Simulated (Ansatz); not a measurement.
`[SiH3]P[NH][GaH2]` + `B1CS1` → `[SiH3]P` + `[GaH2][NH]B1CS1` at 700 K and 1 bar (redistribution).

Gas-phase electronic energies from Ansatz, PBE0-D4/def2-TZVP geometries. CCSD(T)/CBS is the MP2 limit (def2-TZVPP, def2-QZVPP) plus CCSD(T) − MP2 in def2-TZVPP, frozen cores. This one scheme is used for every species. For Ga outer-core shells are correlated without core-valence functions, which leaves a few kJ/mol of doubt a bond. Scalar relativity is left out up to krypton. Each species was taken in one conformer, which may not be the lowest.

| species | CCSD(T)/CBS energy (Eh) | H − E (kJ/mol) | S (J/(mol·K)) |
| --- | --- | --- | --- |
| `[SiH3]P[NH][GaH2]` | -2612.87095 | 258.3 | 509.3 |
| `B1CS1` | -462.41225 | 145.8 | 322.1 |
| `[SiH3]P` | -633.00997 | 162.4 | 357.3 |
| `[GaH2][NH]B1CS1` | -2442.32425 | 242.1 | 470.8 |

H − E and S are ideal-gas, rigid-rotor, harmonic terms from PBE0-D4/def2-TZVP, for one conformer and one mirror image of each species. 1 Eh = 2625.50 kJ/mol, R = 8.31446 J/(mol·K).

Task: By hand: ΔE, ΔH, ΔS and ΔG.

Result: ΔE = (-633.00997) + (-2442.32425) − (-2612.87095) − (-462.41225) = -0.05102 Eh = -134.0 kJ/mol. Δ(H − E) = 162.4 + 242.1 − 258.3 − 145.8 = 0.4, so ΔH = -133.6 kJ/mol. ΔS = 357.3 + 470.8 − 509.3 − 322.1 = -3.3 J/(mol·K). ΔG = -133.6 − 700 × (-3.3)/1000 = -131.3 kJ/mol.

Task: By hand: the equilibrium constant, and the temperature at which ΔG would vanish if ΔH and ΔS stayed fixed.

Result: log₁₀ K = −ΔG/(RT ln 10) = 9.8. ΔG = 0 at ΔH/ΔS = 40485 K, far beyond where these terms or the molecules hold.

The number of gas molecules stays the same, so ΔS is small and ΔH decides. A doubt of 5 kJ/mol in ΔE shifts log₁₀ K by 0.4 here. Other conformers and mirror images would add mixing entropy, several J/(mol·K) or more a flexible species. These are equilibria of isolated gas molecules and say nothing of rates. Largest T1 diagnostic: 0.016 (customary marks: 0.02 for closed shells, 0.045 for open ones).
